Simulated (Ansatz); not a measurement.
`[CH3][GeH]([F])[CH]=O` → `[F][GeH]1[CH2]C[O]1`  (isomerisation)

Program: Ansatz. Geometries: PBE0-D4/def2-TZVP. ΔE: electronic, gas phase. CCSD(T)/CBS adds triple-zeta CCSD(T) − MP2 to the extrapolated MP2 energy (def2 sets, frozen cores). DFT in def2-TZVPP. B3LYP here is the variant with VWN-RPA as its local correlation; programs differ in this. For Ge outer-core shells are correlated without core-valence functions, which leaves a few kJ/mol of doubt a bond. Scalar relativity is left out up to krypton. Each species was taken in one conformer, which may not be the lowest.

`[CH3][GeH]([F])[CH]=O`:

```xyz
10

C    -0.576    0.467   -1.323
Ge    0.620   -0.371   -0.054
F     2.111    0.544   -0.022
C    -0.094   -0.254    1.813
O    -1.229   -0.567    2.053
H    -0.645    1.535   -1.112
H    -0.212    0.326   -2.341
H    -1.568    0.023   -1.231
H     1.017   -1.815   -0.406
H     0.576    0.113    2.624
```

`[F][GeH]1[CH2]C[O]1`:

Cartesian coordinates in Å:
```
F 2.555 -0.164 -0.376
Ge 0.965 -0.840 -0.197
C -0.240 0.235 0.890
C -0.899 0.591 -0.461
O -0.157 -0.182 -1.425
H 1.190 -2.355 -0.221
H -0.878 -0.315 1.580
H 0.234 1.067 1.407
H -0.815 1.656 -0.696
H -1.955 0.308 -0.500
```

```tsv
level	ΔE (kcal/mol)
PBE-D4	-7.2
B3LYP-D4	-4.8
ωB97M-V	-8.4
CCSD/def2-TZVPP	-8.0
CCSD(T)/def2-TZVPP	-8.2
MP2/def2-QZVPP	-11.1
SCS-MP2/def2-QZVPP	-9.1
HF/CBS(def2)	-4.2
```

(1) What does CCSD(T)/CBS give? (Estimate.)

Largest T1 diagnostic among the species: 0.013.

Answers

(1) Ansatz gave: -9.3 kcal/mol. The listed levels differ from it by 2.1, 4.5, 0.9, 1.3, 1.1, -1.8, 0.2, 5.1 kcal/mol.

In def2-TZVPP, CCSD(T) changes the Hartree–Fock value by −4.2 kcal/mol (the triples alone add −0.2 kcal/mol) and MP2 by −6.4 kcal/mol. From PBE to PBE0 (25 % exact exchange), in def2-TZVPP and without D4, ΔE moves by −2.5 kcal/mol.
